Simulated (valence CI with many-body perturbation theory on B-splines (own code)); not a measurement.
Results of a calculation; reference values are marked as such.
**Au³⁸⁺: magnetic and hyperfine properties of the levels**

Method: configuration interaction combined with many-body perturbation theory (CI+MBPT): five valence electrons over a frozen Dirac-Fock core [Kr], radial functions for each j: 7 s, 7 p, 8 d, 6 f, 4 g, 1 h, with the one-electron correlation potential Σ1, the two-electron term Σ2, the three-electron term Σ3, Breit, model QED; selected CI, second order for the rest, scaled by the run's own slope (own B-spline code, finite nucleus).

The last digits are not significant, and no measured levels were compared; by estimate large intervals hold to a few tenths of a per cent, small ones and those within an open d or f shell to about a per cent. The list stops below the first excitations out of the core.

A/g_I is the dipole constant over the nuclear g factor μ/I (μ in nuclear magnetons, uniformly magnetised nucleus), B/Q the quadrupole constant per barn. Both hold the static response of the core; the bare values leave it out. Large factors of s and p1/2 electrons are usually good to 5 to 10 %; those of open d and f shells near neutrality can be off by tens of per cent, and small factors of p3/2, d and f electrons come from cancelling terms and can be off by a factor of two or in sign, in half-filled shells by more. B is blank for J = 1/2, where it vanishes, and for nearly pure S terms. Energies count from the lowest level.

Levels are named by their leading jj configuration (3d3/2^4 stands for four electrons in 3d with j = 3/2), which in mixed levels can hold well under half, so a name can repeat and another be missing. Letters in brackets count levels of one name in rising energy.

```
                      Level  E (eV)      g  A/g_I (MHz)  A/g_I bare  B/Q (MHz/b)  B/Q bare
      (4d3/2^4 4d5/2) J=5/2    0.00  1.311        10800       11500        22400     21500
(4d3/2^3 4d5/2^2) J=5/2 [a]   19.70  1.342         6320        7120         8930      8550
(4d3/2^3 4d5/2^2) J=7/2 [a]   24.75  1.166        13700       13900        27300     26300
(4d3/2^3 4d5/2^2) J=3/2 [a]   25.35  1.169        17500       17700        21200     20500
   (4d3/2^3 4d5/2^2) J=11/2   25.82  1.109        18000       18100        -1420     -1510
    (4d3/2^3 4d5/2^2) J=9/2   27.62  1.139        16000       16100        25900     25000
(4d3/2^3 4d5/2^2) J=5/2 [b]   28.91  1.134        16700       16800         -929      -863
    (4d3/2^3 4d5/2^2) J=1/2   30.10  1.791       -10600       -8420                       
(4d3/2^3 4d5/2^2) J=7/2 [b]   30.83  1.076        19900       19800       -29300    -28300
(4d3/2^3 4d5/2^2) J=3/2 [b]   37.47  0.793        32100       31100       -26900    -25900
(4d3/2^2 4d5/2^3) J=5/2 [a]   44.17  1.302         5160        5830         1570      1520
(4d3/2^2 4d5/2^3) J=7/2 [a]   47.67  1.215        11700       12100        -1480     -1430
   (4d3/2^2 4d5/2^3) J=11/2   48.36  1.091        17700       17700          524       522
(4d3/2^2 4d5/2^3) J=9/2 [a]   49.00  1.146        15100       15300        -2970     -2880
(4d3/2^2 4d5/2^3) J=1/2 [a]   50.33  0.483        50600       48700                       
   (4d3/2^2 4d5/2^3) J=13/2   50.88  1.072        19000       19000        -10.0      4.78
(4d3/2^2 4d5/2^3) J=3/2 [a]   51.27  1.176        14700       14900          655       612
(4d3/2^2 4d5/2^3) J=5/2 [b]   51.69  1.020        21400       21100        -3190     -3060
(4d3/2^2 4d5/2^3) J=9/2 [b]   54.30  1.107        17200       17200          848       821
(4d3/2^2 4d5/2^3) J=7/2 [b]   55.09  0.987        23500       23200        -1260     -1210
(4d3/2^2 4d5/2^3) J=5/2 [c]   55.65  1.051        19800       19700         3010      2880
(4d3/2^2 4d5/2^3) J=3/2 [b]   56.01  0.856        29400       28600         2160      2120
(4d3/2^2 4d5/2^3) J=1/2 [b]   58.31  1.774       -13400      -11200                       
(4d3/2^2 4d5/2^3) J=7/2 [c]   58.65  1.038        21100       21000         1370      1320
(4d3/2^2 4d5/2^3) J=9/2 [c]   62.08  1.105        17300       17400         9440      9140
(4d3/2^2 4d5/2^3) J=3/2 [c]   67.87  1.187        13700       14000        -7540     -7310
(4d3/2^2 4d5/2^3) J=5/2 [d]   69.27  1.206        13400       13700         5710      5540
  (4d3/2 4d5/2^4) J=5/2 [a]   72.79  1.212         8160        8550        -9530     -9130
  (4d3/2 4d5/2^4) J=7/2 [a]   76.41  1.189        13100       13400       -31200    -30100
  (4d3/2 4d5/2^4) J=3/2 [a]   77.57  0.985        20000       19600       -22400    -21600
     (4d3/2 4d5/2^4) J=11/2   77.58  1.073        18500       18400         1010      1140
      (4d3/2 4d5/2^4) J=9/2   80.17  1.116        16300       16400       -33200    -32000
  (4d3/2 4d5/2^4) J=5/2 [b]   81.95  1.111        16600       16700         4950      4780
  (4d3/2 4d5/2^4) J=7/2 [b]   83.25  1.011        21100       20800        34600     33500
      (4d3/2 4d5/2^4) J=1/2   86.19  1.270        -4690       -4100                       
  (4d3/2 4d5/2^4) J=3/2 [b]   92.86  0.866        31200       30500        32800     31700
            (4d5/2^5) J=5/2  104.81  1.154        13000       13200       -32800    -31600
```

(1) Take the isotope of mass number 197, with I = 3/2, μ = 0.1452 μN and Q = 0.547 b. What is the hyperfine structure of (4d3/2^3 4d5/2^2) J=1/2?

## Answers

(1) From the table A = -1030 MHz. Shifts from the centre of gravity in MHz: F = 1: 1290, F = 2: -772.
